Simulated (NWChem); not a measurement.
**Total energies of Mg (+1)**

SMILES: [Mg+]
```xyz
1

Mg     0.0000     0.0000     0.0000
```
Charge +1, spin multiplicity 2.

Program: NWChem.

Basis set: cc-pVQZ (59 functions).

| method | total energy (Ha) | relative cost |
|---|---|---|
| UHF | -199.37148 | 1 |
| UMP2 | -199.37148 | under 3 |
| UB2PLYP | -199.68539 | under 3 |
| UPBE | -199.67028 | under 3 |
| UB3LYP | -199.81499 | under 3 |
| ULC-wPBE (omega 0.3 per bohr) | -199.68526 | under 3 |

Total energies of different functionals aren't comparable as a measure of quality: only differences taken within one method are. The cost column gives rough processor time relative to UHF; each entry includes its own SCF.

The correlated methods keep 5 core orbitals frozen. B3LYP has NWChem's definition, with VWN1-RPA local correlation. GW and range-separated runs recompute their integrals, the others keep them in memory, which bears on the times. No SCF solution was tested for a lower state. Open-shell Hartree-Fock references start from PBE0 orbitals; any time given for them includes that run.
